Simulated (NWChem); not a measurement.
Total energies of Cl$_{2}$Se

```xyz
3

Se     0.0000     0.0000    -0.6872
Cl    -1.7155     0.0000     0.6872
Cl     1.7155     0.0000     0.6872
```
Charge 0, spin multiplicity 1.

Everything below was run with NWChem. All single points use one geometry, from B3LYP/def2-SVP, a minimum by its harmonic frequencies.

Basis set: def2-TZVP (122 functions).

```csv
method,total energy (Ha),relative cost
RHF,-3318.86318,1
MP2,-3319.49965,3
B2PLYP,-3321.34598,4
PBE,-3321.26097,under 3
B3LYP,-3322.05145,under 3
M06-2X,-3321.97747,under 3
```

Total energies of different functionals aren't comparable as a measure of quality: only differences taken within one method are. The cost column gives rough processor time relative to RHF; each entry includes its own SCF.

The Hamiltonian is non-relativistic. The correlated methods keep 19 core orbitals frozen. B3LYP has NWChem's definition, with VWN1-RPA local correlation. The structure started from a generated list of species.
